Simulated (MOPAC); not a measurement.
MOPAC input (PM3):

```
PM3 FORCE THERMO(298,298) PRECISE LET UHF MS=0.5 GEO-OK AUX(PRECISION=9) THREADS=1
HO2Si

Si   -0.39302485 1   -0.11147471 1   -0.14963750 1
O    -0.50725682 1   -0.16658689 1    1.34847962 1
O     1.03608929 1    0.31246322 1   -0.86768972 1
H     1.10918243 1    0.34745779 1   -1.80797635 1
```

From the output:

```
     H    4   0.520656   0.078350   8.418673   8.690662

          HEAT OF FORMATION =     -98.330953 KCALS/MOLE

          ZERO POINT ENERGY      10.408 KCAL/MOL

           NORMAL COORDINATE ANALYSIS (Total motion = 1 Angstrom)

   Root No.       1         2         3         4         5         6

                 1 A'      1 A"      2 A'      3 A'      4 A'      5 A'

                 251.8     320.3     846.6     882.2    1043.2    3936.1

           1   -0.0791    0.0000   -0.0032   -0.0250    0.1956   -0.0007
           2   -0.1454   -0.0000    0.0424   -0.1152   -0.0703   -0.0001
           3    0.0000   -0.0200    0.0000    0.0000    0.0000    0.0000
           4   -0.0754   -0.0000    0.0167    0.1858   -0.2522    0.0002
           5    0.2303    0.0000   -0.0126   -0.0024   -0.0010    0.0001
           6   -0.0000    0.0351   -0.0000   -0.0000   -0.0000   -0.0000
           7    0.2014    0.0000   -0.0121   -0.1341   -0.0866   -0.0582
           8    0.0040   -0.0000   -0.1136    0.1756    0.0992    0.0018
           9   -0.0000   -0.0561   -0.0000   -0.0000   -0.0000   -0.0000
          10    0.2049   -0.0000    0.0153   -0.1254   -0.0721    0.9405
          11    0.3326    0.0000    0.8222    0.4585    0.4018   -0.0270
          12    0.0000    0.8889   -0.0000   -0.0000   -0.0000    0.0000

           MASS-WEIGHTED COORDINATE ANALYSIS (NORMAL COORDINATES)

   Root No.       1         2         3         4         5         6

                 1 A'      1 A"      2 A'      3 A'      4 A'      5 A'

                 251.8     320.3     846.6     882.2    1043.2    3936.1

           1   -0.2646    0.0000   -0.0172   -0.0947    0.6336   -0.0038
           2   -0.4862   -0.0000    0.2306   -0.4369   -0.2279   -0.0006
           3    0.0000   -0.1130    0.0000    0.0000    0.0000    0.0000
           4   -0.1902   -0.0000    0.0686    0.5321   -0.6166    0.0007
           5    0.5812    0.0000   -0.0516   -0.0068   -0.0025    0.0003
           6   -0.0000    0.1500   -0.0000   -0.0000   -0.0000   -0.0000
           7    0.5082    0.0000   -0.0497   -0.3841   -0.2118   -0.2392
           8    0.0102   -0.0000   -0.4667    0.5029    0.2425    0.0075
           9   -0.0000   -0.2393   -0.0000   -0.0000   -0.0000   -0.0000
          10    0.1298   -0.0000    0.0158   -0.0901   -0.0442    0.9705
          11    0.2107    0.0000    0.8477    0.3295    0.2465   -0.0279
          12    0.0000    0.9526   -0.0000   -0.0000   -0.0000    0.0000

          DESCRIPTION OF VIBRATIONS

 VIBRATION          1    1A'         ATOM PAIR     ENERGY CONTRIBUTION    RADIAL
 FREQUENCY           251.75         Si1 -- O 3         +73.6% (213.1%)      0.2%
 TRANSITION DIPOLE   0.6891         Si1 -- O 2         +16.1% ( 99.6%)      0.5%
 TRAVEL (Ang.)       0.2122         O 3 -- H 4         +10.3% ( 79.7%)     78.2%
 REDUCED MASS        5.9469
 EFFECTIVE MASS     55.3573
 FORCE CONSTANT      0.2221

 VIBRATION          2    1A"         ATOM PAIR     ENERGY CONTRIBUTION    RADIAL
 FREQUENCY           320.28         O 3 -- H 4         +99.3% ( 96.5%)      0.0%
 TRANSITION DIPOLE   0.7084         Si1 -- O 3          +0.5% (  7.0%)      0.0%
 TRAVEL (Ang.)       0.4850         Si1 -- O 2          +0.1% (  3.5%)      0.0%
 REDUCED MASS        0.8952
 EFFECTIVE MASS      1.6845
 FORCE CONSTANT      0.0541

 VIBRATION          3    2A'         ATOM PAIR     ENERGY CONTRIBUTION    RADIAL
 FREQUENCY           846.65         O 3 -- H 4         +78.1% ( 95.2%)      0.2%
 TRANSITION DIPOLE   1.1937         Si1 -- O 3         +19.6% ( 47.7%)     70.1%
 TRAVEL (Ang.)       0.2404         Si1 -- O 2          +2.3% ( 16.4%)      8.5%
 REDUCED MASS        1.3784
 EFFECTIVE MASS      5.4865
 FORCE CONSTANT      0.5821

 VIBRATION          4    3A'         ATOM PAIR     ENERGY CONTRIBUTION    RADIAL
 FREQUENCY           882.24         Si1 -- O 3         +49.2% ( 84.8%)     94.6%
 TRANSITION DIPOLE   0.3979         O 3 -- H 4         +26.6% ( 62.3%)     74.3%
 TRAVEL (Ang.)       0.1239         Si1 -- O 2         +24.3% ( 59.6%)     68.0%
 REDUCED MASS        4.9823
 EFFECTIVE MASS     17.8772
 FORCE CONSTANT      2.2849

 VIBRATION          5    4A'         ATOM PAIR     ENERGY CONTRIBUTION    RADIAL
 FREQUENCY          1043.24         Si1 -- O 2         +60.2% ( 87.3%)     96.9%
 TRANSITION DIPOLE   2.7244         Si1 -- O 3         +32.3% ( 63.9%)     74.4%
 TRAVEL (Ang.)       0.0884         O 3 -- H 4          +7.5% ( 30.8%)     99.9%
 REDUCED MASS        8.2620
 EFFECTIVE MASS     20.0363
 FORCE CONSTANT      5.2979

 VIBRATION          6    5A'         ATOM PAIR     ENERGY CONTRIBUTION    RADIAL
 FREQUENCY          3936.08         O 3 -- H 4         +99.6% (100.0%)     99.9%
 TRANSITION DIPOLE   0.4785         Si1 -- O 3          +0.4% (  6.3%)     28.8%
 TRAVEL (Ang.)       0.1344
 REDUCED MASS        0.9482
 EFFECTIVE MASS      1.3883
 FORCE CONSTANT      8.6553

      SYMMETRY NUMBER FOR POINT-GROUP Cs  =  1

          SYSTEM IS A GROUND STATE

 HO2Si

          MOLECULE IS NOT LINEAR

          THERE ARE  6 GENUINE VIBRATIONS IN THIS SYSTEM
          THIS THERMODYNAMICS CALCULATION IS LIMITED TO
          MOLECULES WHICH HAVE NO INTERNAL ROTATIONS

                    CALCULATED THERMODYNAMIC PROPERTIES
                                          *
   TEMP. (K)   PARTITION FUNCTION   H.O.F.    ENTHALPY  HEAT CAPACITY ENTROPY
                                   KCAL/MOL   CAL/MOLE    CAL/K/MOL  CAL/K/MOL

 298.00  VIB.     0.1876D+01                   648.2949     4.8261     3.4255
         ROT.     0.1606D+05                   888.2803     2.9808    22.2256
         INT.     0.3013D+05                  1536.5752     7.8069    25.6510
         TRA.     0.4616D+27                  1480.4672     4.9680    38.2469
         TOT.                      -98.331    3017.0424    12.7749    63.8979

   *: NOTE: HEATS OF FORMATION ARE RELATIVE TO THE
            ELEMENTS IN THEIR STANDARD STATE AT 298K
              (=  Standard Enthalpy of Formation).

            Hvib:  Zero-point energy is not included.
                   frequencies of less than zero cm-1 are not included.
            Hrot = (3/2)RT
            Htra = (3/2)RT + pV = (5/2)RT

            Heat capacity is Cp, not Cv

          For more information, see: HTTP://OpenMOPAC.net/Manual/thermochemistry.html

           FORCE CONSTANT IN CARTESIAN COORDINATES (Millidynes/A)

    ATOM   CHEMICAL       X               Y               Z
   NUMBER   SYMBOL  FORCE CONSTANT  FORCE CONSTANT  FORCE CONSTANT

      1      Si        7.426365        4.272759        0.022180
      2       O        6.031660        0.217187        0.021740
      3       O       10.069432        3.940902        0.055352
      4       H        8.671831        0.403947        0.055263

 **********************
 *                    *
 * JOB ENDED NORMALLY *
 *                    *
 **********************
```
